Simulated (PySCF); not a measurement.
Compound: C₄H₂FO₂ (charge -1).
Atom-mapped SMILES: `[CH:1]#[C:2][C@@H:3]([F:4])[C:5](=[O:6])[O-:7]` (hydrogens: H8 on C1; H9 on C3)

Geometry (GFN2-xTB, Å), atoms numbered from 1 in this order:
```
atom  x, y, z in Å
C1     1.820   -0.328    1.269
C2     0.862    0.161    0.735
C3    -0.281    0.676    0.043
F4     0.114    1.482   -1.031
C5    -1.224   -0.591   -0.446
O6    -1.985   -0.958    0.444
O7    -1.036   -0.972   -1.590
H8     2.640   -0.774    1.749
H9    -0.896    1.309    0.695
```

A PySCF run (density fitting, gas phase, GFN2-xTB geometry) gave HOMO -0.80 eV, LUMO 2.48 eV.

**Question.** Which of these levels was it?
A. PBE0/Sadlej pVTZ
B. LDA/Sadlej pVTZ
C. B3LYP/STO-3G
D. PBE0/pcSseg-1

**Answer.** B. It is LDA/Sadlej pVTZ. All candidates on this geometry:

| level and settings | kind | basis functions | SCF cycles | E (Eh) | HOMO (eV) | LUMO (eV) |
| --- | --- | --- | --- | --- | --- | --- |
| LDA/Sadlej pVTZ, fitting basis def2-qzvpp-jkfit | LDA | 186 | 14 | -400.9331 | -0.80 | 2.48 |
| PBE0/Sadlej pVTZ, energy threshold 1e-06 Eh | global hybrid | 186 | 10 | -403.5803 | -1.94 | 2.72 |
| B3LYP/STO-3G | global hybrid | 37 | 15 | -398.2330 | 4.41 | 9.35 |
| PBE0/pcSseg-1, grid level 3, start guess atom | global hybrid | 129 | 12 | -403.4284 | -1.58 | 4.42 |

The nearest other candidate, by the summed differences of HOMO and LUMO, is PBE0/Sadlej pVTZ: its HOMO differs by -1.14 eV and its LUMO by +0.24 eV. Cycle counts include a coarse-grid stage where the run had one. The HOMO energy is positive at B3LYP/STO-3G; such an orbital is held in place by the finite basis.
